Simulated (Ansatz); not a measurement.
Geometry optimisation, DFT LDA, scalar-relativistic, plane waves, PAW in Ansatz 0.2.0.

input.yaml

```yaml
crystal:
  lattice:
    - [5.543717, 0.0, 0.0]
    - [2.771859, 4.801, 0.0]
    - [0.0, 0.0, 15.526426]
  atoms:
    - { symbol: Pt, position: [0.1666667, 0.1666667, 0.0644063] }
    - { symbol: Pt, position: [0.6666667, 0.1666667, 0.0644063] }
    - { symbol: Pt, position: [0.1666667, 0.6666667, 0.0644063] }
    - { symbol: Pt, position: [0.6666667, 0.6666667, 0.0644063] }
    - { symbol: Pt, position: [-0.1666667, 0.3333333, 0.2101716] }
    - { symbol: Pt, position: [0.3333333, 0.3333333, 0.2101716] }
    - { symbol: Pt, position: [-0.1666667, 0.8333333, 0.2101716] }
    - { symbol: Pt, position: [0.3333333, 0.8333333, 0.2101716] }
    - { symbol: Pt, position: [0.0, 0.0, 0.3559368] }
    - { symbol: Pt, position: [0.5, 0.0, 0.3559368] }
    - { symbol: Pt, position: [0.0, 0.5, 0.3559368] }
    - { symbol: Pt, position: [0.5, 0.5, 0.3559368] }
    - { symbol: C, position: [0.4932034, 0.0249234, 0.4963426] }
    - { symbol: H, position: [0.6723244, -0.1125219, 0.5349864] }
    - { symbol: H, position: [0.3140824, 0.1623686, 0.5349864] }
basis:
  ecutwfc: 420.0
kpoints:
  mp_grid: { grid: [4, 4, 1] }
hamiltonian:
  xc: lda
scf:
  occupations: { method: gaussian, width: 0.05 }
  lower_state_search: "off"
relax:
  f_tol: 0.03
  max_steps: 60
  adjacent_minimum: "off"
  constraints: [{ sites: [0, 1, 2, 3] }]
```

Command:

```bash
$ ansatz run input.yaml --threads 4 --pin off --max-ram 10240MiB --backend cpu --events-out ev --progress --plain --runs-dir out
```

Task: Where does it end, and by what steps?

Result: It converged. Limits of this set-up: coarse k mesh, thin slab, slab without dipole correction. After 15 steps the energy has fallen by 2.030 eV; H14 moved furthest, 1.69 Å. Joined: Pt12–C13 (3.43 → 2.01 Å).

| step | energy less start (eV) | largest force component (eV/Å) | accepted |
| --- | --- | --- | --- |
| 0 | 0.0000 | 3.874 | yes |
| 1 | -0.9489 | 0.379 | yes |
| 2 | -0.9609 | 0.447 | yes |
| 3 | -0.9251 | 0.834 | no |
| 4 | -0.9941 | 0.331 | yes |
| 5 | -1.0256 | 0.261 | yes |
| 6 | -1.0553 | 0.281 | yes |
| 7 | -1.1416 | 0.633 | yes |
| 8 | -1.2847 | 0.799 | yes |
| 9 | -1.5080 | 0.762 | yes |
| 10 | -1.7553 | 0.967 | yes |
| 11 | -1.9123 | 1.088 | yes |
| 12 | -2.0145 | 0.149 | yes |
| 13 | -2.0284 | 0.062 | yes |
| 14 | -2.0298 | 0.037 | yes |
| 15 | -2.0302 | 0.006 | yes |

```xyz
15
Lattice="5.5437 0.0000 0.0000 2.7719 4.8010 0.0000 0.0000 0.0000 15.5264" Properties=species:S:1:pos:R:3
Pt 1.386 0.800 1.000
Pt 4.158 0.800 1.000
Pt 2.772 3.201 1.000
Pt 5.544 3.201 1.000
Pt 0.023 1.583 3.229
Pt 2.817 1.574 3.251
Pt 1.412 3.989 3.230
Pt 4.204 3.974 3.282
Pt 0.082 -0.049 5.428
Pt 2.806 -0.018 5.602
Pt 1.395 2.393 5.419
Pt 4.188 2.378 5.601
C 3.584 1.130 7.063
H 4.400 0.659 7.643
H 2.809 1.578 7.710
```

Whether the end is a true minimum wasn't checked by a vibrational analysis.

Time of the run: 2.1 min on 4 threads of Intel(R) Xeon(R) Platinum 8259CL CPU @ 2.50GHz (Skylake/Cascade Lake) (shared host), peak memory 1.5 GiB.
